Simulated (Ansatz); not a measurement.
Relaxation of H9NSSi2 (13 atoms, charge 0, multiplicity 1), to a largest force component of 0.03 eV/Å in at most 50 steps.

Level of theory: Ansatz, RKS PBE-D4/def2-SVP.

```xyz
13
Properties=species:S:1:pos:R:3:forces:R:3
Si -1.066 -0.865 0.670 -0.04 0.24 0.15
S -0.076 -2.401 -0.500 0.12 -0.27 -0.13
H -2.189 -0.381 -0.207 -0.01 -0.05 -0.01
H -1.685 -1.469 1.907 -0.03 -0.04 -0.02
Si 0.428 0.856 1.238 0.03 -0.03 0.03
H 0.337 -0.217 -1.961 0.04 -0.18 -0.02
N 0.287 0.754 -1.629 -0.04 0.22 0.02
H 1.087 -2.352 0.214 -0.06 0.00 -0.03
H -0.063 2.218 0.848 0.00 0.06 0.01
H 1.825 0.592 0.750 0.01 -0.02 -0.01
H 0.526 0.845 2.754 0.00 0.05 0.02
H 1.117 1.241 -1.993 -0.03 -0.01 0.01
H -0.528 1.178 -2.092 0.01 0.02 -0.03
```

Where does it end, and by what steps?

It converged. After 5 steps the energy has fallen by 0.013 eV; H8 moved furthest, 0.14 Å.

```
step  energy less start (eV)  largest force component (eV/Å)  accepted
   0                  0.0000                           0.275       yes
   1                  0.0213                           0.599        no
   2                 -0.0090                           0.187       yes
   3                 -0.0091                           0.090       yes
   4                 -0.0125                           0.041       yes
   5                 -0.0131                           0.027       yes
```

```xyz
13
Properties=species:S:1:pos:R:3
Si -1.059 -0.858 0.673
S -0.099 -2.423 -0.526
H -2.196 -0.405 -0.204
H -1.669 -1.481 1.906
Si 0.434 0.875 1.231
H 0.427 -0.192 -1.896
N 0.266 0.791 -1.624
H 1.025 -2.475 0.243
H -0.063 2.243 0.862
H 1.822 0.605 0.716
H 0.561 0.872 2.745
H 1.084 1.327 -1.941
H -0.533 1.120 -2.182
```

Whether the end is a true minimum wasn't checked by a vibrational analysis.

Run time: 13 s on 2 threads of Arm Neoverse V2, with other jobs on the host, peak memory 0.15 GiB.
